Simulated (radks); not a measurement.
Results of a calculation; reference values are marked as such.
Neutral thulium inside a hard spherical wall (all orbitals vanish at R), configuration held at [Xe] 4f13 6s2 and not refilled when levels cross. Code: a radial shooting solver on a logarithmic mesh with Libxc functionals. Model: scalar-relativistic Kohn-Sham, r2SCAN, spin-polarised, spherical densities, finite nucleus; open shells are filled with parallel spins first (spin-orbit coupling, left out, can overturn this in heavy ions); meta-GGA in the generalised Kohn-Sham scheme; Fermi nuclear charge, rms radius 5.2256 fm. Eigenvalues in eV for spin up, with the zero of energy where the potential of the charges vanishes at infinity; a dash marks a level that is unbound or too diffuse for the functional's potential to be trusted. A positive occupied level is held by the wall or, in an anion where self-interaction has pushed it up, behind a barrier. The pressure on the wall is -dE/dV.

| R (bohr) | E (hartree) | kinetic (hartree) | e(5s) | e(5p) | e(6s) | e(4f) | e(6p, empty) | e(5d, empty) | pressure (GPa) |
|---|---|---|---|---|---|---|---|---|---|
| free | -13567.4051 | 14744.585 | -55.247 | -28.097 | -3.980 | -3.560 | - | - | 0 |
| 15 | -13567.4051 | 14744.585 | -55.245 | -28.095 | -3.978 | -3.559 | -0.981 | -0.606 | 0.000119 |
| 8 | -13567.3906 | 14744.687 | -54.624 | -27.481 | -3.459 | -2.953 | 0.110 | 0.025 | 0.513 |
| 7 | -13567.3672 | 14744.810 | -54.043 | -26.912 | -2.865 | -2.385 | 1.187 | 0.620 | 1.72 |
| 6 | -13567.3066 | 14745.077 | -53.035 | -25.937 | -1.590 | -1.388 | 3.364 | 1.712 | 6.14 |
| 5 | -13567.1420 | 14745.711 | -51.292 | -24.285 | 1.357 | 0.381 | 8.080 | 3.775 | 24.9 |
| 4 | -13566.6264 | 14747.617 | -47.901 | -21.112 | 9.290 | 4.038 | 19.730 | 8.273 | 135 |
| 1.5 | -13504.3006 | 14945.392 | 88.886 | 137.69 | 456.77 | 130.05 | 515.18 | 213.33 | 179000 |
